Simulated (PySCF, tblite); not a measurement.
Isomers of C3H11F2NSi3. All values are computed: GFN2-xTB (tblite) harmonic vibrations without scaling, gas phase. This tight-binding method is rough: wavenumbers can miss measured ones by several per cent, in bad cases by 10 to 20. Modes of hydrogen on silicon can be 10 to 20 % off. One conformer each.

Electronic energies: PBE0/pcSseg-1 single points on the GFN2-xTB geometries (PySCF, gas phase).

```csv
SMILES,"electronic energy, lowest = 0 (kcal/mol)"
F[C@@H]1C[SiH2][Si@@](F)(N[SiH3])C1,0.0
C/N=C/C(F)(F)[SiH2][SiH2][SiH3],98.5
NCC(F)(F)[Si@H]1C[SiH2][SiH2]1,77.6
```

Q: How do GFN2-xTB zero-point energies change the relative energies?

A: 
```
                             SMILES  ZPE (kcal/mol)  of it from modes above 1550 cm⁻¹  electronic (kcal/mol)  with ZPE, lowest = 0 (kcal/mol)  lowest mode (cm⁻¹)  rings
F[C@@H]1C[SiH2][Si@@](F)(N[SiH3])C1            83.9                              42.2                    0.0                              0.0                  10      1
     NCC(F)(F)[Si@H]1C[SiH2][SiH2]1            82.9                              44.6                   77.6                             76.6                  37      1
    C/N=C/C(F)(F)[SiH2][SiH2][SiH3]            78.1                              41.3                   98.5                             92.8                  9i      0
```

The zero-point energies span 5.8 kcal/mol, from `C/N=C/C(F)(F)[SiH2][SiH2][SiH3]` to `F[C@@H]1C[SiH2][Si@@](F)(N[SiH3])C1`. Slightly imaginary modes are left out of the zero-point energy: `C/N=C/C(F)(F)[SiH2][SiH2][SiH3]` 9.2i cm⁻¹. The order is unchanged.

Q: And how do the electronic energies of GFN2-xTB itself compare?

A: `F[C@@H]1C[SiH2][Si@@](F)(N[SiH3])C1` 0.0; `NCC(F)(F)[Si@H]1C[SiH2][SiH2]1` 104.8; `C/N=C/C(F)(F)[SiH2][SiH2][SiH3]` 91.6 kcal/mol, lowest = 0. Against the energies above, taken from the same isomer `F[C@@H]1C[SiH2][Si@@](F)(N[SiH3])C1`, the largest difference is 27.2 kcal/mol.
